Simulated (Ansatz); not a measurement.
Reaction R1 + R2 → P1 + P2, each structure at its B3LYP-D3(BJ)/def2-TZVP stationary point, reached from a drawn start (curvature not checked).
P1: N atom, charge 0, multiplicity 4.
R1: N2 (SMILES N#N), charge 0, multiplicity 1.
P2: NO (SMILES [N]=O), charge 0, multiplicity 2.
R2: O atom, charge 0, multiplicity 3.

P less R. No zero-point or thermal terms; singlets are restricted closed shells; open shells are unrestricted; no spin–orbit coupling.

Cores are frozen in the correlated methods. CBS: X⁻³ extrapolation of the correlation energy, Hartree–Fock from the larger set.

Programs: Ansatz (a program for electronic structure). Each number belongs to the level named beside it.

| level | reaction energy (kcal/mol) |
|---|---|
| HF/aug-cc-pVQZ | 62.02 |
| MP2/aug-cc-pVDZ | 71.06 |
| MP2/aug-cc-pVQZ | 78.16 |
| SCS-MP2/aug-cc-pVDZ | 74.20 |
| CCSD/aug-cc-pVTZ | 72.74 |
| CCSD/aug-cc-pVQZ | 74.17 |
| CCSD(T)/aug-cc-pVDZ | 67.33 |
| CCSD(T)/aug-cc-pVTZ | 73.08 |
| CCSD(T)/CBS(aug-cc-pVTZ, aug-cc-pVQZ) | [?] |

**Question.** What belongs in the gaps?

**Answer.** 
- CCSD(T)/CBS(aug-cc-pVTZ, aug-cc-pVQZ), reaction energy (kcal/mol): 75.37
